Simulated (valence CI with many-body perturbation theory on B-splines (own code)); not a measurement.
## Hg³⁰⁺: key properties

Computed by valence CI with perturbative core correlation (CI+MBPT): four valence electrons over a frozen Dirac-Fock core [Kr] 4d10, a basis of 7 s, 7 p, 7 d, 7 f, 4 g, 2 h functions for each j, with the one-electron correlation potential Σ1 (screened to all orders), the two-electron term Σ2, the three-electron term Σ3, Breit, model QED; selected single and double excitations, second order for the rest, scaled by the run's own slope (own B-spline code, finite nucleus).

The last digits are not significant, and no measured levels were compared; by estimate large intervals hold to a few tenths of a per cent, small ones and those within an open d or f shell to about a per cent. Excitations out of the core, of the other parity, are not computed and may begin above about 190 eV (a cautious bound); beyond it only levels of the ground parity were kept, without lifetimes.

Levels are named by their leading jj configuration (3d3/2^4 stands for four electrons in 3d with j = 3/2), which in mixed levels can hold well under half, so a name can repeat and another be missing.

Rates and lifetimes use the calculated energies. Strong lines usually hold to 10 to 20 %, long lifetimes can be off by a factor of two.

Q: What is the ground level?

A: (4f5/2^4) J=4, composition 70 % 4f⁴ ⁵I + 24 % 4f⁴ ³H + 3 % 4f⁴ ¹G, g = 0.672.

Q: How well does LS coupling describe the low levels?

A: Among the lowest 20 levels the leading LS term, summed over configurations, holds 52 % on average. For single configurations the figures are 52 % in LS and 74 % in jj coupling. Terms mix most in the J = 4 level at 7.16 eV, where the leading one holds 27 %.

Q: What is the ionisation energy?

A: 1088.7 eV; NIST lists 1110 ± 60 eV (theoretical).

Q: Name the longest-lived excited levels whose lifetime is computed, and their main decay.

A: (4f5/2^4) J=2 at 4.87 eV lives 33.4 s, mostly by E2 to (4f5/2^4) J=4; (4f5/2^4) J=0 at 12.59 eV lives 359 ms, mostly by E2 to (4f5/2^4) J=2; (4f5/2^3 4f7/2) J=8 at 8.54 eV lives 80.7 ms, mostly by M1 to (4f5/2^3 4f7/2) J=7.

Q: Where does the other parity begin?

A: At (4f5/2^3 5s) J=4, 175.79 eV.
